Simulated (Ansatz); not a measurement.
Program: Ansatz. Geometries: PBE0-D4/def2-TZVP. ΔE: electronic, gas phase. CCSD(T)/CBS adds triple-zeta CCSD(T) − MP2 to the extrapolated MP2 energy (def2 sets, frozen cores). This one scheme is used for every species. DFT in def2-TZVPP. B3LYP here is the variant with VWN-RPA as its local correlation; programs differ in this. One conformer a species, not always the lowest.

Reaction (ligand exchange at the Si–O bond): `C[SiH2]O[SiH2]Cl` + `CO[SiH2]S` → `CO[SiH2]S[SiH2]Cl` + `C[SiH2]O`

**Question.** Is it downhill or uphill in electronic energy at CCSD(T)/CBS, and by how much? (An estimate is asked.)

**Answer.** Ansatz gave: Uphill: ΔE = +12.8 kcal/mol.

**Question.** What do these levels give: PBE-D4, r2SCAN-D4, B3LYP-D4, ωB97X-V, B2PLYP, r2SCAN, HF/def2-TZVPP, HF/def2-QZVPP, MP2/def2-QZVPP, SCS-MP2/def2-QZVPP, HF/CBS(def2), CCSD/CBS(def2)? (An estimate is asked.)

**Answer.** Computed: PBE-D4 9.0, r2SCAN-D4 12.1, B3LYP-D4 13.1, ωB97X-V 13.0, B2PLYP 14.6, r2SCAN 12.4, HF/def2-TZVPP 19.8, HF/def2-QZVPP 20.3, MP2/def2-QZVPP 12.1, SCS-MP2/def2-QZVPP 13.9, HF/CBS(def2) 20.4, CCSD/CBS(def2) 14.0 kcal/mol.

Largest T1 diagnostic among the species: 0.011.

In def2-TZVPP, CCSD(T) changes the Hartree–Fock value by −6.2 kcal/mol (the triples alone add −1.3 kcal/mol) and MP2 by −7.4 kcal/mol. From PBE to PBE0 (25 % exact exchange), in def2-TZVPP and without D4, ΔE moves by +1.1 kcal/mol.
